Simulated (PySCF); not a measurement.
Work out the structure from these simulated measurements.

Formula: C7H8.

| Quantity | Value |
| --- | --- |
| UV, strongest line | among the 6 lowest singlet transitions: S5 at 6.83 eV (182 nm, f = 0.012) [TDDFT PBE0/def2-SVPD] |
| Rotational structure | rotational constants A, B, C: 19.314, 0.870, 0.845 GHz [GFN2-xTB] |
| Dipole | 0.97 D [PBE0/def2-SVPD] |
| 13C NMR | chemical shifts (computed TMS as zero) by class: 88.2 (1 C), 84.5 (1 C), 83.8 (1 C), 75.5 (1 C), 23.1 (1 C), 22.7 (1 C), 4.7 (1 C) ppm [GIAO PBE0/pcSseg-1] |
| Triplet | lowest triplet excitation (Tamm–Dancoff): 5.42 eV [TDA PBE0/def2-SVPD] |
| 1H NMR | chemical shifts (computed TMS as zero) by class: 2.52 (2 H), 2.46 (2 H), 1.94 (3 H), 1.37 (1 H) ppm [GIAO PBE0/pcSseg-1] |
| UV, first state | lowest singlet excitation: 6.59 eV (188 nm, f = 0.000) [TDDFT PBE0/def2-SVPD] |

The electronic properties come from PySCF, for the isolated species, density fitting. Levels stand in brackets. NMR shifts are as computed; neighbouring signals can stand in another order in a measured spectrum. One conformer (not necessarily the lowest) at the GFN2-xTB geometry, without solvent, vibrations or thermal averaging. NMR classes are plain means over equivalent atoms (diastereotopic ones count apart unless rotation or inversion swaps them), as if these changed places fast.

Q: Give a SMILES that accounts for the data.

A: Numbering: `[CH:1]#[C:2][CH2:3][CH2:4][C:5]#[C:6][CH3:7]`. Its formula, C7H8, gives 4 degrees of unsaturation: 0 rings and 4 π bonds in the structure found. 7 carbons fall into 7 classes; from least to most shielded: alkyne carbon [C2] (88.2 ppm), alkyne carbon [C5] (84.5 ppm), alkyne carbon [C6] (83.8 ppm), terminal alkyne carbon [C1] (75.5 ppm), propargylic carbon [C4] (23.1 ppm), propargylic carbon [C3] (22.7 ppm), propargylic carbon [C7] (4.7 ppm). Hydrogen classes from least to most shielded: 2 H on a propargylic carbon, C4 (2.52 ppm), 2 H on a propargylic carbon, C3 (2.46 ppm), 3 H on a propargylic carbon, C7 (1.94 ppm), 1 H on a terminal alkyne carbon, C1 (1.37 ppm). By its constants the optimised geometry is an asymmetric top. Structure: `C#CCCC#CC`. Computed isomers that give other values at the same levels: `CC1=C[C@@H]2C=C[C@H]12` (13C chemical shifts (computed TMS as zero) by class: 165.4 (1 C), 155.0 (1 C), 152.4 (1 C), 143.4 (1 C), 54.6 (1 C), 49.4 (1 C), 19.9 (1 C) ppm); `C[C@]12C=C[C@H]1C=C2` (rotational constant A: 4.033 GHz; this holds for the one conformer computed); `C=C1C=CC=C1C` (13C chemical shifts (computed TMS as zero) by class: 160.8 (1 C), 140.1 (1 C), 139.6 (1 C), 137.3 (1 C), 129.6 (1 C), 128.3 (1 C), 14.8 (1 C) ppm). The assignments are read from this structure; whether some other isomer fits the data as well wasn't checked.

Conformer computed: `[CH:1]#[C:2][CH2:3][CH2:4][C:5]#[C:6][CH3:7]`: C2–C3–C4–C5 180°.
